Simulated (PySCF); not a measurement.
**TDDFT excited states: C2H6BiBr**

BiMe2Br, C2H6BiBr.
SMILES: `[CH3][Bi]([CH3])[Br]`

Method used: TDDFT B3LYP/def2-SVPD, vertical, gas phase, core orbitals frozen in the response, def2 core potentials past Kr in PySCF. Geometry: PBE0-D3(BJ)/def2-SVP; no solvent, vibrations or thermal averaging. Spin–orbit coupling is left out. Note that the optimisation stopped short of convergence; the values belong to its last geometry.

```tsv
state	E (eV)	E (hartree)	f	|μ| (D)	main configurations (H = HOMO, L = LUMO)
S1	4.08	0.1500	0.024	1.26	H→L (98%)
S2	4.40	0.1619	0.0027	0.40	H-1→L (100%)
S3	5.09	0.1872	0.025	1.14	H-2→L (96%)
S4	5.54	0.2036	0.0032	0.39	H-3→L (93%)
S5	5.61	0.2060	0.068	1.78	H→L+1 (88%)
S6	5.86	0.2153	0.014	0.79	H-1→L+1 (53%), H→L+2 (46%)
S7	6.06	0.2229	0.064	1.67	H→L+2 (42%), H-1→L+1 (36%), H-4→L (12%)
S8	6.38	0.2344	0.0039	0.40	H-1→L+2 (77%), H-2→L+1 (21%)
S9	6.45	0.2370	0.034	1.18	H→L+3 (94%)
S10	6.58	0.2417	0.059	1.54	H-2→L+1 (74%), H-1→L+2 (17%)
```

Triplets, Tamm–Dancoff:

| state | E (eV) | λ (nm) | main configurations (H = HOMO, L = LUMO) |
| --- | --- | --- | --- |
| T1 | 3.57 | 347.3 | H→L (99%) |
| T2 | 4.09 | 303.4 | H-1→L (99%) |
| T3 | 4.59 | 270.3 | H-2→L (97%) |
| T4 | 4.85 | 255.8 | H→L+1 (88%) |

The lowest singlet lies at 4.08 eV (304 nm, ultraviolet) and is weak; its leading configuration is HOMO→LUMO (98%). The most intense listed level is S5 at 5.61 eV (221 nm, f = 0.068), 1.53 eV above S1. Löwdin shares by element: HOMO bromine 39%, bismuth 32%, carbon 23%; LUMO bismuth 56%, bromine 29%, carbon 11%. The listed states span 2.50 eV, and the widest gap between neighbours is 0.69 eV (S2 to S3). Of the 10 states listed, 7 reach f = 0.01 and none stays under 0.0005. All these states lie below the vertical ionisation energy of 8.92 eV (ΔSCF). Singlets were solved by full linear response, triplets in the Tamm–Dancoff approximation.

Hardware: an x86-64 server with one thread, shared host. Cost: 71 s of wall time.
